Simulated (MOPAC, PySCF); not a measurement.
C2H2F2, SMILES `F/C=C\F`, neutral singlet in the gas phase. 

Cartesian coordinates (Å):
SMILES: F/C=C\F
```xyz
6

F      1.4046     1.0484    -0.0665
C      0.6652    -0.0757    -0.0192
C     -0.6663    -0.0649     0.0225
F     -1.3887     1.0712     0.0209
H      1.2433    -0.9997    -0.0180
H     -1.2582    -0.9793     0.0603
```
Charge 0, spin multiplicity 1.

All levels are single points at this geometry (PBE-D3(BJ)/def2-TZVP); Pople sets use spherical d functions. Orbital energies aren't observables, and empty levels follow the basis.

B3LYP/3-21G in PySCF gives HOMO (eV) = -6.81.

Estimate the HOMO (eV) from each of these levels: PBE-D3(BJ)/def2-TZVP in PySCF; B3LYP/6-311+G** in PySCF; B3LYP/6-31G* in PySCF; BP86/6-31G* in PySCF; M06-2X/6-31G* in PySCF; PBE/6-31G* in PySCF; SVWN5/6-31G* in PySCF; HF/6-31G* in PySCF; HF/STO-3G in PySCF; AM1 in MOPAC; PM3 in MOPAC; PM6 in MOPAC.


```tsv
level	HOMO (eV)
PBE-D3(BJ)/def2-TZVP in PySCF	-6.29
B3LYP/6-311+G** in PySCF	-7.58
B3LYP/6-31G* in PySCF	-6.91
BP86/6-31G* in PySCF	-5.85
M06-2X/6-31G* in PySCF	-8.58
PBE/6-31G* in PySCF	-5.73
SVWN5/6-31G* in PySCF	-5.90
HF/6-31G* in PySCF	-10.39
HF/STO-3G in PySCF	-7.86
AM1 in MOPAC	-10.10
PM3 in MOPAC	-10.67
PM6 in MOPAC	-10.85
```
